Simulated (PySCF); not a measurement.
In(H)(OH)(OMe), CH₅InO₂, SMILES C[O][InH][OH], CAM-B3LYP/def2-SVP optimised geometry.

```
9

In     0.62     0.07     0.00
H      2.32     0.07     0.00
O     -0.66    -1.45     0.00
H     -0.26    -2.32    -0.01
O     -0.45     1.74     0.00
C     -1.85     1.77    -0.01
H     -2.23     2.31     0.88
H     -2.22     2.32    -0.89
H     -2.32     0.77    -0.02
```

Density from CAM-B3LYP/def2-TZVP, def2 effective core potentials past Kr in PySCF at that geometry. The core electrons that the potentials of In replace are not part of the density.

Minimum of the electron density along straight lines between bonded atoms, close to the bond critical point (lines longer than 1.1 times the sum of covalent radii, or with two minima, are not listed):

```json
[
 {"bond": "In1–H2", "length / Å": "1.696", "ρ at the minimum / e bohr⁻³": "0.111", "∇²ρ there / e bohr⁻⁵": "0.10", "position (fraction from the first atom)": "0.64"},
 {"bond": "In1–O3", "length / Å": "1.990", "ρ at the minimum / e bohr⁻³": "0.113", "∇²ρ there / e bohr⁻⁵": "0.50", "position (fraction from the first atom)": "0.52"},
 {"bond": "O3–H4", "length / Å": "0.964", "ρ at the minimum / e bohr⁻³": "0.355", "∇²ρ there / e bohr⁻⁵": "-2.33", "position (fraction from the first atom)": "0.80"},
 {"bond": "In1–O5", "length / Å": "1.980", "ρ at the minimum / e bohr⁻³": "0.115", "∇²ρ there / e bohr⁻⁵": "0.52", "position (fraction from the first atom)": "0.52"},
 {"bond": "O5–C6", "length / Å": "1.401", "ρ at the minimum / e bohr⁻³": "0.268", "∇²ρ there / e bohr⁻⁵": "-0.63", "position (fraction from the first atom)": "0.64"},
 {"bond": "C6–H7", "length / Å": "1.106", "ρ at the minimum / e bohr⁻³": "0.276", "∇²ρ there / e bohr⁻⁵": "-0.95", "position (fraction from the first atom)": "0.64"},
 {"bond": "C6–H8", "length / Å": "1.106", "ρ at the minimum / e bohr⁻³": "0.276", "∇²ρ there / e bohr⁻⁵": "-0.95", "position (fraction from the first atom)": "0.64"},
 {"bond": "C6–H9", "length / Å": "1.105", "ρ at the minimum / e bohr⁻³": "0.277", "∇²ρ there / e bohr⁻⁵": "-0.96", "position (fraction from the first atom)": "0.65"}
]
```
